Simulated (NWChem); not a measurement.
All runs are NWChem calculations. System: BiF3, charge 0, spin multiplicity 1, displaced from the optimised geometry. The structure started from a generated list of species. Level: PBE0/def2-TZVP with def2 effective core potentials on Bi.

Job file:

```
start mol
memory heap 200 mb stack 900 mb global 1100 mb
geometry units angstroms nocenter noautoz
  Bi     0.002322     0.259151     0.000000
  F     -0.905540    -0.788667     1.556002
  F     -0.905540    -0.788667    -1.556002
  F      1.789663    -0.812617     0.000000
  symmetry group Cs
end
basis spherical
  * library def2-tzvp
end
ecp
  Bi library def2-ecp
end
dft
  xc pbe0
  semidirect memsize 60000000 filesize 0
  iterations 100
  cgmin
end
task dft gradient
```

Output (cleaned and shortened):

```
             Northwest Computational Chemistry Package (NWChem) 7.3.0
             --------------------------------------------------------

                                NWChem Input Module
                                -------------------

 Scaling coordinates for geometry "geometry" by  1.889725989
 (inverse scale =  0.529177249)

 Turning off AUTOSYM since
 SYMMETRY directive was detected!

                             Geometry "geometry" -> ""
                             -------------------------

 Output coordinates in angstroms (scale by  1.889725989 to convert to a.u.)

  No.       Tag          Charge          X              Y              Z
 ---- ---------------- ---------- -------------- -------------- --------------
    1 Bi                  83.0000     0.00232200     0.25915100     0.00000000
    2 F                    9.0000    -0.90554000    -0.78866700     1.55600200
    3 F                    9.0000    -0.90554000    -0.78866700    -1.55600200
    4 F                    9.0000     1.78966300    -0.81261700     0.00000000

 Effective nuclear repulsion energy (a.u.)     610.3476776229

            Nuclear Dipole moment (a.u.)
            ----------------------------
        X                 Y               Z
 ---------------- ---------------- ----------------
    -0.0000510226    -0.0000491329     0.0000000000

      Symmetry information
      --------------------

 Group name             Cs
 Group number              2
 Group order               2
 No. of unique centers     3

      Symmetry unique atoms

     1    2    4


 Summary of "ao basis" -> "" (spherical)
 ------------------------------------------------------------------------------
       Tag                 Description            Shells   Functions and Types
 ---------------- ------------------------------  ------  ---------------------
 *                         def2-tzvp                  on all atoms

                                 NWChem DFT Module
                                 -----------------

 Summary of "ao basis" -> "ao basis" (spherical)
 ------------------------------------------------------------------------------
       Tag                 Description            Shells   Functions and Types
 ---------------- ------------------------------  ------  ---------------------
 Bi                        def2-tzvp                16       50   6s5p3d2f
 F                         def2-tzvp                11       31   5s3p2d1f

 Summary of "ao basis" -> "ao basis" (spherical)
 ------------------------------------------------------------------------------
       Tag                 Description            Shells   Functions and Types
 ---------------- ------------------------------  ------  ---------------------
 Bi                        def2-tzvp                16       50   6s5p3d2f
 F                         def2-tzvp                11       31   5s3p2d1f

      Symmetry analysis of basis
      --------------------------

        a'         85
        a"         58

            General Information
            -------------------
          SCF calculation type: DFT
          Wavefunction type:  closed shell.
          No. of atoms     :     4
          No. of electrons :    50
           Alpha electrons :    25
            Beta electrons :    25
          Charge           :     0
          Spin multiplicity:     1
          Use of symmetry is: on ; symmetry adaption is: on
          Maximum number of iterations: 100
          AO basis - number of functions:   143
                     number of shells:    49
          Convergence on energy requested:  1.00D-06
          Convergence on density requested:  1.00D-05
          Convergence on gradient requested:  5.00D-04

              XC Information
              --------------
                         PBE0 Method XC Functional
                     Hartree-Fock (Exact) Exchange  0.250
          PerdewBurkeErnzerhof Exchange Functional  0.750
            Perdew 1991 LDA Correlation Functional  1.000 local
           PerdewBurkeErnz. Correlation Functional  1.000 non-local

             Grid Information
             ----------------
          Grid used for XC integration:  medium
          Radial quadrature: Mura-Knowles
          Angular quadrature: Lebedev.
          Tag              B.-S. Rad. Rad. Pts. Rad. Cut. Ang. Pts.
          ---              ---------- --------- --------- ---------
          Bi                  1.60      123           7.0       590
          F                   0.50       49           8.0       434
          Grid pruning is: on
          Number of quadrature shells:   221
          Spatial weights used:  Erf1

          Convergence Information
          -----------------------
          Convergence aids based upon iterative change in
          total energy or number of iterations.
          Levelshifting, if invoked, occurs when the
          HOMO/LUMO gap drops below (HL_TOL):  1.00D-02
          DIIS, if invoked, will attempt to extrapolate
          using up to (NFOCK): 10 stored Fock matrices.

                    Damping( 0%)  Levelshifting(0.5)       DIIS
                  --------------- ------------------- ---------------
          dE  on:    start            ASAP                start
          dE off:    2 iters        100 iters           100 iters

      Screening Tolerance Information
      -------------------------------
          Density screening/tol_rho:  1.00D-10
          AO Gaussian exp screening on grid/accAOfunc:  14
          CD Gaussian exp screening on grid/accCDfunc:  20
          XC Gaussian exp screening on grid/accXCfunc:  20
          Schwarz screening/accCoul:  1.00D-08

      Superposition of Atomic Density Guess
      -------------------------------------

 Sum of atomic energies:        -543.67889582

      Non-variational initial energy
      ------------------------------

 Total energy =    -511.396994
 1-e energy   =   -1187.778879
 2-e energy   =     477.380339
 HOMO         =      -0.444838
 LUMO         =      -0.025747

      Symmetry analysis of molecular orbitals - initial
      -------------------------------------------------

  Numbering of irreducible representations:

     1 a'          2 a"

  Orbital symmetries:

     1 a'          2 a'          3 a"          4 a'          5 a'
     6 a"          7 a'          8 a'          9 a'         10 a"
    11 a'         12 a"         13 a'         14 a'         15 a"
    16 a'         17 a'         18 a"         19 a'         20 a'
    21 a"         22 a'         23 a"         24 a"         25 a'
    26 a"         27 a'         28 a'         29 a'         30 a"
    31 a'         32 a'         33 a'         34 a"         35 a'

 ----------------------------------------------
         Quadratically convergent ROKS

 Convergence threshold     :          5.000E-04
 Maximum no. of iterations :          100
 Final Fock-matrix accuracy:          1.000E-08
 ----------------------------------------------

              iter       energy          gnorm     gmax       time
             ----- ------------------- --------- --------- --------
                 1     -513.8705199124  1.98D+00  3.83D-01      1.4
                 2     -514.0789453104  8.21D-01  1.97D-01      2.2
                 3     -514.0870074833  4.94D-01  1.23D-01      2.6
                 4     -514.0972076252  1.75D-01  3.17D-02      3.0
                 5     -514.0990200973  5.89D-03  1.09D-03      3.9
                 6     -514.0990220797  5.43D-05  1.39D-05      5.1

         Total DFT energy =     -514.099022079681
      One electron energy =    -1188.940829174939
           Coulomb energy =      512.580197472297
    Exchange-Corr. energy =      -36.739937238304
 Nuclear repulsion energy =      199.001546861264

 Numeric. integr. density =       49.999991929437

     Total iterative time =      3.9s

                       DFT Final Molecular Orbital Analysis
                       ------------------------------------

 Vector   23  Occ=2.000000D+00  E=-4.024263D-01  Symmetry=a"
              MO Center= -5.7D-01, -7.6D-01,  8.2D-10, r^2= 3.4D+00
   Bfn.  Coefficient  Atom+Function         Bfn.  Coefficient  Atom+Function
  ----- ------------  ---------------      ----- ------------  ---------------
    58      0.262808  2 F  pz                89      0.262808  3 F  pz
    61      0.215863  2 F  pz                92      0.215863  3 F  pz
    57      0.195047  2 F  py                88     -0.195047  3 F  py
   120      0.172452  4 F  pz                60      0.158804  2 F  py
    91     -0.158804  3 F  py

 Vector   24  Occ=2.000000D+00  E=-4.002070D-01  Symmetry=a"
              MO Center= -8.4D-03, -7.8D-01,  2.0D-12, r^2= 3.7D+00
   Bfn.  Coefficient  Atom+Function         Bfn.  Coefficient  Atom+Function
  ----- ------------  ---------------      ----- ------------  ---------------
   120      0.289687  4 F  pz                56     -0.251027  2 F  px
    87      0.251027  3 F  px               123      0.236338  4 F  pz
    59     -0.204799  2 F  px                90      0.204799  3 F  px
   126      0.174098  4 F  pz                62     -0.150860  2 F  px
    93      0.150860  3 F  px

 Vector   25  Occ=2.000000D+00  E=-3.760844D-01  Symmetry=a'
              MO Center= -3.1D-03, -3.5D-01,  5.0D-15, r^2= 3.8D+00
   Bfn.  Coefficient  Atom+Function         Bfn.  Coefficient  Atom+Function
  ----- ------------  ---------------      ----- ------------  ---------------
     5     -0.319368  1 Bi s                  3      0.299032  1 Bi s
     6     -0.300211  1 Bi s                119      0.235732  4 F  py
    57      0.234314  2 F  py                88      0.234314  3 F  py
    11      0.203731  1 Bi py               122      0.193713  4 F  py
    60      0.192528  2 F  py                91      0.192528  3 F  py

 Vector   26  Occ=0.000000D+00  E=-8.424910D-02  Symmetry=a"
              MO Center=  5.7D-02,  4.4D-01, -1.4D-11, r^2= 3.6D+00
   Bfn.  Coefficient  Atom+Function         Bfn.  Coefficient  Atom+Function
  ----- ------------  ---------------      ----- ------------  ---------------
    18      0.460189  1 Bi pz                21      0.451050  1 Bi pz
    12     -0.414521  1 Bi pz                15      0.333708  1 Bi pz
    33      0.187913  1 Bi d -1

 Vector   27  Occ=0.000000D+00  E=-8.423484D-02  Symmetry=a'
              MO Center= -4.9D-02,  4.4D-01,  1.7D-11, r^2= 3.6D+00
   Bfn.  Coefficient  Atom+Function         Bfn.  Coefficient  Atom+Function
  ----- ------------  ---------------      ----- ------------  ---------------
    16      0.460142  1 Bi px                19      0.451071  1 Bi px
    10     -0.414496  1 Bi px                13      0.333693  1 Bi px
    32      0.189139  1 Bi d -2

 Vector   28  Occ=0.000000D+00  E=-7.436449D-02  Symmetry=a'
              MO Center=  1.9D-03,  2.1D-01,  7.3D-15, r^2= 3.8D+00
   Bfn.  Coefficient  Atom+Function         Bfn.  Coefficient  Atom+Function
  ----- ------------  ---------------      ----- ------------  ---------------
     5      0.590044  1 Bi s                 20     -0.476086  1 Bi py
    17     -0.451530  1 Bi py                11      0.380008  1 Bi py
    14     -0.297492  1 Bi py                 3     -0.295886  1 Bi s
     2      0.179071  1 Bi s                  4     -0.163805  1 Bi s
   118      0.159744  4 F  px

            General Information
            -------------------
          SCF calculation type: DFT
          Wavefunction type:  closed shell.
          No. of atoms     :     4
          No. of electrons :    50
           Alpha electrons :    25
            Beta electrons :    25
          Charge           :     0
          Spin multiplicity:     1
          Use of symmetry is: on ; symmetry adaption is: on
          Maximum number of iterations: 100
          AO basis - number of functions:   143
                     number of shells:    49
          Convergence on energy requested:  1.00D-06
          Convergence on density requested:  1.00D-05
          Convergence on gradient requested:  5.00D-04

              XC Information
              --------------
                         PBE0 Method XC Functional
                     Hartree-Fock (Exact) Exchange  0.250
          PerdewBurkeErnzerhof Exchange Functional  0.750
            Perdew 1991 LDA Correlation Functional  1.000 local
           PerdewBurkeErnz. Correlation Functional  1.000 non-local

             Grid Information
             ----------------
          Grid used for XC integration:  medium
          Radial quadrature: Mura-Knowles
          Angular quadrature: Lebedev.
          Tag              B.-S. Rad. Rad. Pts. Rad. Cut. Ang. Pts.
          ---              ---------- --------- --------- ---------
          Bi                  1.60      123           7.0       590
          F                   0.50       49           8.0       434
          Grid pruning is: on
          Number of quadrature shells:   221
          Spatial weights used:  Erf1

          Convergence Information
          -----------------------
          Convergence aids based upon iterative change in
          total energy or number of iterations.
          Levelshifting, if invoked, occurs when the
          HOMO/LUMO gap drops below (HL_TOL):  1.00D-02
          DIIS, if invoked, will attempt to extrapolate
          using up to (NFOCK): 10 stored Fock matrices.

                    Damping( 0%)  Levelshifting(0.5)       DIIS
                  --------------- ------------------- ---------------
          dE  on:    start            ASAP                start
          dE off:    2 iters        100 iters           100 iters

      Screening Tolerance Information
      -------------------------------
          Density screening/tol_rho:  1.00D-10
          AO Gaussian exp screening on grid/accAOfunc:  14
          CD Gaussian exp screening on grid/accCDfunc:  20
          XC Gaussian exp screening on grid/accXCfunc:  20
          Schwarz screening/accCoul:  1.00D-08

                            NWChem DFT Gradient Module
                            --------------------------

  charge          =   0.00
  wavefunction    = closed shell

  Using symmetry

                         DFT ENERGY GRADIENTS

    atom               coordinates                        gradient
                 x          y          z           x          y          z
   1 Bi      0.004388   0.489724   0.000000    0.000492   0.054198   0.000000
   2 F      -1.711222  -1.490365   2.940417   -0.015141  -0.017932   0.025942
   3 F      -1.711222  -1.490365  -2.940417   -0.015141  -0.017932  -0.025942
   4 F       3.381973  -1.535623   0.000000    0.029791  -0.018334   0.000000

                 ----------------------------------------
                 |  Time  |  1-e(secs)   |  2-e(secs)   |
                 ----------------------------------------
                 |  CPU   |       0.03   |       4.37   |
                 ----------------------------------------
                 |  WALL  |       0.03   |       4.37   |
                 ----------------------------------------

 Task  times  cpu:        9.7s     wall:        9.7s

 Total times  cpu:        9.7s     wall:        9.7s
```
